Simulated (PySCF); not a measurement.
## Indirect couplings

Geometry (Å), atoms numbered from 1 in this order:
```xyz
30

C    -1.671    2.253   -0.621
C    -1.552    0.740   -0.714
C    -2.865   -0.011   -0.440
C    -2.587   -1.493   -0.175
C    -1.540   -1.632    0.940
Ge   -0.315   -0.155    0.536
N     1.162   -0.775   -0.383
C     2.138   -1.594    0.310
C     3.288   -0.643    0.703
C     3.165    0.528   -0.295
C     1.956    0.147   -1.173
H    -0.726    2.756   -0.880
H    -1.945    2.576    0.396
H    -2.445    2.639   -1.306
H    -1.195    0.457   -1.720
H    -3.350    0.429    0.453
H    -3.579    0.119   -1.272
H    -2.193   -1.950   -1.100
H    -3.518   -2.033    0.066
H    -1.048   -2.615    0.945
H    -1.995   -1.479    1.933
H     0.074    0.709    1.770
H     1.693   -2.117    1.172
H     2.518   -2.378   -0.374
H     4.268   -1.141    0.654
H     3.158   -0.288    1.736
H     2.972    1.473    0.236
H     4.077    0.675   -0.892
H     2.309   -0.363   -2.092
H     1.365    1.016   -1.503
```

Method: B3LYP/pcJ-1 (pcSseg-1 on Ge) (without the spin–dipole term)//PBE0-D3(BJ)/def2-SVP, PySCF 2.14; isolated molecule, single conformer, non-relativistic. Couplings are averaged over pairs made equivalent by symmetry, fast rotation or ring inversion, so a value needn't be that of the named pair in this geometry, while other rotamers aren't included; one pair stands for each set, and the list holds a selection of those of at least 1.5 Hz over up to four bonds, among pairs with at least one H atom (others weren't computed).

Isotopes: ¹³C, ¹H, ¹⁵N.

| pair | bonds | J (Hz) |
| --- | --- | --- |
| C1, H12 | 1 | 132.0 |
| C2, H15 | 1 | 132.5 |
| C3, H16 | 1 | ? |
| C3, H17 | 1 | 135.9 |
| C4, H18 | 1 | 131.3 |
| C4, H19 | 1 | ? |
| C5, H20 | 1 | 141.6 |
| C5, H21 | 1 | 134.5 |
| C8, H23 | 1 | 142.3 |
| C8, H24 | 1 | ? |
| C9, H25 | 1 | 135.9 |
| C9, H26 | 1 | 135.9 |
| C2, H22 | 2 | 13.1 |
| C3, H15 | 2 | -3.5 |
| N7, H24 | 2 | -2.9 |
| H12, H13 | 2 | -13.7 |
| H16, H17 | 2 | ? |
| H18, H19 | 2 | -14.3 |
| H25, H26 | 2 | -13.6 |
| C2, H20 | 3 | ? |
| C4, H22 | 3 | 3.8 |
| C5, H17 | 3 | 10.5 |
| H15, H16 | 3 | ? |
| H16, H19 | 3 | 5.0 |
| H18, H20 | 3 | ? |
| H24, H25 | 3 | ? |

Task: Estimate the withheld couplings, with signs.

Result: 
- ¹J(C3,H16) = 128.6 Hz (bond length 1.107 Å, sp3 carbon)
- ¹J(C4,H19) = 136.9 Hz (bond length 1.103 Å, sp3 carbon)
- ¹J(C8,H24) = 142.4 Hz (bond length 1.108 Å, sp3 carbon)
- ²J(H16,H17) = -14.0 Hz (angle at C3 106°)
- ³J(C2,H20) = 1.9 Hz (dihedral angle 136°)
- ³J(H15,H16) = 14.6 Hz (dihedral angle 167°)
- ³J(H18,H20) = 7.8 Hz (dihedral angle 41°)
- ³J(H24,H25) = 9.4 Hz (dihedral angle 27°)

Relativistic effects of the heavier atoms present are left out.
